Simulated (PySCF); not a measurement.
Simulation results for B2ClGeH4, BCl2GeH2

All values are calculated (PySCF 2.14.0). Calculation on a computer-drawn molecule: the log of a Hartree-Fock and frozen-core CCSD(T) single point meant for a local Hartree-Fock minimum, with one planted fault or none, to be diagnosed. Offsets are logged minus clean, where the clean run is the same molecule without the fault. The reference is restricted for singlets and unrestricted otherwise, and also for a bond in bohr or an excited solution. Adding or removing an electron swaps singlet and doublet. The excited solution moves the top pair (singlet) or top alpha electron (doublet) to the lowest empty orbital. Highest occupied and lowest empty are orbital energies over both spins, largest force is the largest gradient component, triples share is (T) over the correlation energy, the T1 limit is 0.02 restricted and 0.045 unrestricted, electrons count all cores, a negative frequency is imaginary (commonest isotopes), and the dipole is about the centre of nuclear charge; on germanium a core potential holds 10 electrons, which the energies leave out, and 3d is frozen in MP2 and coupled-cluster steps.

Common to all runs: meant basis cc-pV(D+d)Z; meant basis and core potential on germanium cc-pVDZ-PP ECP10MDF; logged SCF converged yes; logged CC converged yes; logged SCF stable within its kind yes; possible faults no fault, one electron removed, one electron added, multiplicity raised by two, geometry at a saddle point, SCF held on an excited solution, minimal basis STO-3G, one bond length entered in bohr, all coordinates scaled.

(1) 
```xyz
8
formula=B2ClGeH4 meant_charge=0 meant_multiplicity=2 logged_electrons=63 logged_basis_functions=94 logged_spin_squared=1.4131 logged_highest_occupied=-8.3003 logged_lowest_empty=0.17942 logged_largest_force=0.015413 logged_T1_diagnostic=0.054901 logged_D1_diagnostic=0.24182 logged_triples_share=0.036993 logged_dipole_magnitude=1.6654 logged_energy_HF=-804.44454 logged_energy_CCSD(T)=-804.89522
Cl    -0.5295     0.1685     2.2460
B      0.9416    -0.8187     2.3504
B      1.1325    -2.1733     1.3559
Ge     1.9094    -2.0873    -0.4869
H      2.4618    -0.1379     3.8794
H      0.7981    -3.2627     1.7308
H      2.1654    -3.3149    -1.3532
H      2.4467    -0.8174    -1.1386
```

Units: logged_highest_occupied, logged_lowest_empty in eV; logged_largest_force in hartree/bohr; logged_dipole_magnitude in debye; logged_energy_HF, logged_energy_CCSD(T) in hartree.

Drawn bonds:
```tsv
atom	other atom	order
1	2	1
2	3	1
3	4	1
2	5	1
3	6	1
4	7	1
4	8	1
```

Notes: T1 above single-reference limit.

(2) 
```xyz
6
formula=BCl2GeH2 meant_charge=1 meant_multiplicity=1 logged_electrons=72 logged_basis_functions=93 logged_spin_squared=0.8989 logged_highest_occupied=-15.04 logged_lowest_empty=-5.4157 logged_largest_force=0.0085633 logged_T1_diagnostic=0.031422 logged_D1_diagnostic=0.13034 logged_triples_share=0.036666 logged_dipole_magnitude=5.2154 logged_energy_HF=-1237.90048 logged_energy_CCSD(T)=-1238.37408
Cl    -2.3703     1.4576    -3.4810
B     -1.9840     1.0656    -1.9572
Ge    -1.5078     0.6392     0.1029
Cl    -2.1831     2.4475     0.9952
H     -0.0049     0.4971     0.1371
H     -3.1314    -1.6041     0.7907
```

Units: logged_highest_occupied, logged_lowest_empty in eV; logged_largest_force in hartree/bohr; logged_dipole_magnitude in debye; logged_energy_HF, logged_energy_CCSD(T) in hartree.

Drawn bonds:
```tsv
atom	other atom	order
1	2	1
2	3	1
3	4	1
3	5	1
3	6	1
```

Question: Which fault was planted in the run of B2ClGeH4 (entry 1)?
Answer: one bond length entered in bohr, row 4 of the drawn bonds

Question: Give the missing planted fault for BCl2GeH2 (entry 2).
Answer: one bond length entered in bohr, row 5 of the drawn bonds

Further results for B2ClGeH4 (entry 1):

- HF energy offset from clean run: 73.14 kcal/mol
- CCSD(T) energy offset from clean run: 71.88 kcal/mol

Further results for BCl2GeH2 (entry 2):

* HF energy offset from clean run: 63.34 kcal/mol
* CCSD(T) energy offset from clean run: 72.5 kcal/mol
